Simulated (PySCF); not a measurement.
## Mayer bond orders and bond lengths

Species: C9H14Si.
Numbering: `[CH3:1][Si:2]([CH3:3])([CH3:4])[c:5]1[cH:6][cH:7][cH:8][cH:9][cH:10]1` (hydrogens: H11, H12, H13 on C1; H14, H15, H16 on C3; H17, H18, H19 on C4; H20 on C6; H21 on C7; H22 on C8; H23 on C9; H24 on C10)

Cartesian coordinates in Å at the GFN2-xTB level; atoms count from 1:
```xyz
24
C9H14Si angstrom
C     -2.2117    1.3660   -0.4636
Si    -1.2289   -0.1277    0.1973
C     -1.8248   -1.7125   -0.6861
C     -1.5269   -0.2931    2.0764
C      0.6332    0.0968   -0.1173
C      1.1503    1.2226   -0.7513
C      2.5093    1.3664   -0.9696
C      3.3864    0.3787   -0.5559
C      2.8933   -0.7509    0.0757
C      1.5338   -0.8844    0.2902
H     -2.0773    1.4899   -1.5336
H     -1.9069    2.2891    0.0194
H     -3.2745    1.2398   -0.2812
H     -1.3049   -2.5909   -0.3168
H     -2.8880   -1.8721   -0.5333
H     -1.6515   -1.6575   -1.7565
H     -2.5827   -0.4151    2.2990
H     -1.0055   -1.1525    2.4860
H     -1.1780    0.5851    2.6113
H      0.4773    2.0008   -1.0796
H      2.8859    2.2513   -1.4641
H      4.4483    0.4877   -0.7249
H      3.5711   -1.5280    0.4009
H      1.1608   -1.7696    0.7852
```

Bond orders from the PBE0/pcSseg-1 density (PySCF). Isolated species at its GFN2-xTB geometry, gas phase.

(1) Where do the orders between heavy atoms depart from those drawn in the SMILES?

(2) Give the Mayer order of every bond between heavy atoms, beside its length.

Answers

(1) The largest departure is 0.199, at Si2–C5 (drawn single, 0.801), counting aromatic bonds as 1.5. Drawn single, order below 0.88: Si2–C5 (0.801). The bonds drawn aromatic range from 1.42 to 1.46.

(2) 
```json
{"bond": "C1–Si2", "drawn as": "single", "length (Å)": "1.906", "Mayer order": "0.969"}
{"bond": "Si2–C3", "drawn as": "single", "length (Å)": "1.910", "Mayer order": "0.977"}
{"bond": "Si2–C4", "drawn as": "single", "length (Å)": "1.910", "Mayer order": "0.977"}
{"bond": "Si2–C5", "drawn as": "single", "length (Å)": "1.902", "Mayer order": "0.801"}
{"bond": "C5–C6", "drawn as": "aromatic", "length (Å)": "1.392", "Mayer order": "1.436"}
{"bond": "C6–C7", "drawn as": "aromatic", "length (Å)": "1.384", "Mayer order": "1.442"}
{"bond": "C7–C8", "drawn as": "aromatic", "length (Å)": "1.384", "Mayer order": "1.431"}
{"bond": "C8–C9", "drawn as": "aromatic", "length (Å)": "1.385", "Mayer order": "1.424"}
{"bond": "C9–C10", "drawn as": "aromatic", "length (Å)": "1.383", "Mayer order": "1.455"}
{"bond": "C10–C5", "drawn as": "aromatic", "length (Å)": "1.393", "Mayer order": "1.424"}
```

By pair of heavy elements: C–Si: lowest Si2–C5 (0.801, 1.902 Å), highest Si2–C3 and Si2–C4 (0.977, 1.910 Å); in 3 of the 6 pairs the longer bond (by over 0.003 Å) has the higher order (by 0.02 or more). C–C: lowest C8–C9 and C10–C5 (1.424, 1.385 Å), highest C9–C10 (1.455, 1.383 Å). Bonds named together lie within 0.004.

And the bonds to hydrogen?

C–H: 0.95 to 0.97 (14 bonds).

Sum the orders of all bonds at each heavy atom with more than one neighbour and set the sums beside the valence in the SMILES.

C1 3.831 (drawn 4), Si2 3.724 (drawn 4), C3 3.837 (drawn 4), C4 3.837 (drawn 4), C5 3.661 (drawn 4), C6 3.847 (drawn 4), C7 3.840 (drawn 4), C8 3.822 (drawn 4), C9 3.844 (drawn 4), C10 3.844 (drawn 4). Orders between atoms that aren't bonded are not in these sums.

The Mayer order sums products of elements of PS (density times overlap matrix) between the two atoms' basis functions, so it depends on the basis set.
